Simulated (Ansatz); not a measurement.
Job for Ansatz (a program for electronic structure): R-RI-MP2/cc-pVTZ on C6H14 (SMILES CCCC(C)C). Files ending in .json are basis or fitting sets from the Basis Set Exchange.

Ansatz 0.2 input:
```yaml
crystal:
  periodic: [false, false, false]
  atoms:
    - {symbol: C, position_ang: [2.81926188, -0.22632645, -0.12137246]}
    - {symbol: C, position_ang: [1.42035009, -0.44589922, 0.44824262]}
    - {symbol: C, position_ang: [0.35498095, 0.37551026, -0.27460504]}
    - {symbol: C, position_ang: [-1.05809590, 0.27541004, 0.31197834]}
    - {symbol: C, position_ang: [-1.62347812, -1.14329770, 0.22749952]}
    - {symbol: C, position_ang: [-1.99551281, 1.26688159, -0.37808973]}
    - {symbol: H, position_ang: [3.56552114, -0.82173756, 0.40800445]}
    - {symbol: H, position_ang: [2.86043692, -0.50385433, -1.17756174]}
    - {symbol: H, position_ang: [3.11467348, 0.82299791, -0.04549906]}
    - {symbol: H, position_ang: [1.41303764, -0.18528729, 1.51205002]}
    - {symbol: H, position_ang: [1.17332383, -1.50912969, 0.39291138]}
    - {symbol: H, position_ang: [0.66129745, 1.42738634, -0.26735787]}
    - {symbol: H, position_ang: [0.32216931, 0.07792662, -1.33003543]}
    - {symbol: H, position_ang: [-0.99659099, 0.55183139, 1.37188285]}
    - {symbol: H, position_ang: [-2.63659969, -1.18393641, 0.63288629]}
    - {symbol: H, position_ang: [-1.66875120, -1.47712902, -0.81341515]}
    - {symbol: H, position_ang: [-1.01713353, -1.86025530, 0.78187323]}
    - {symbol: H, position_ang: [-1.62373928, 2.29022322, -0.29326723]}
    - {symbol: H, position_ang: [-2.99682130, 1.23497005, 0.05655152]}
    - {symbol: H, position_ang: [-2.08832987, 1.03371557, -1.44267650]}
basis:
  gaussian:
    orbitals: cc-pVTZ
    fitting: {mean_field: def2-universal-JKFIT, correlation: cc-pVTZ-RIFIT.json}
magnetization: {spin_polarized: false}
correlation: {method: mp2, electrons: outside_noble_gas}
scf: {lower_state_search: off}
```

The log:

```
WARN ansatz: RAYON_NUM_THREADS=4 ignored (pool sized by the plan → 4); use --threads N
Functional definition: HF
these checks for a lower state are left out or cut short: stability, starts, cluster_reference, orbital_swaps, neighbouring_geometries, increment
integrals: 0.64 GiB planned
702 factors; integrals over basis functions are off by at most 9.5e-1 eV
mean field: 1.04 GiB planned
mean field evaluation 1: about -6401.7555 eV, gradient 4.2e1 eV
mean field evaluation 2: about -6406.1445 eV, gradient 1.6e1 eV
mean field evaluation 4: about -6406.8968 eV, gradient 7.7e-1 eV
mean field -6406.89893247 eV, -235.4491930164 hartree, gradient 1.0e-6 eV, S^2 0.000000; 0 other end points of the search recorded, 0 dependent functions left out
6 core orbitals not correlated
906 factors; their error is unknown
reference -6406.89893247 eV, -235.4491930164 hartree; 19, 19 occupied and 351, 351 virtual orbitals, 906 factors
second order -29.12614363 eV of doubles, -0.00000000 eV of singles
Total energy: -6436.02507610 eV, -236.5195590522 hartree
Checks for a lower state left out: stability, starts, cluster_reference, orbital_swaps, neighbouring_geometries, increment
```

The calculation finished and met its thresholds.

Cost: very roughly 22 core-seconds.
